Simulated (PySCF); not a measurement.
H2Te2. Atoms are numbered in the order given.

```xyz
4

Te     1.3653    -0.0250    -0.0222
Te    -1.3653     0.0250    -0.0222
H      1.5486     1.1446     1.1521
H     -1.5486    -1.1446     1.1521
```

Geometry: B3LYP-D3(BJ)/def2-TZVP. The def2 effective core potentials stand for the cores of Te; spin–orbit coupling is left out.

Calculation: HF/def2-TZVPD in PySCF.

The molecule is in vacuum.

Computed frontier levels, gap, dipole moment and polarisability:
```
Item                                                                                                            Result
---------------------------------------------------------------------------------------------  -----------------------
highest occupied level                                                                                        -8.94 eV
lowest empty level                                                                                             0.38 eV
orbital gap                                                                                                    9.33 eV
dipole moment                                                                                                0.077 e·Å
quadrupole, principal values (traceless, Buckingham form, about the centre of nuclear charge)   -2.37, -1.83, 4.20 D·Å
mean static polarisability                                                                       86.7 bohr³ (12.85 Å³)
polarisability, principal values                                                               71.3, 71.4, 117.4 bohr³
```
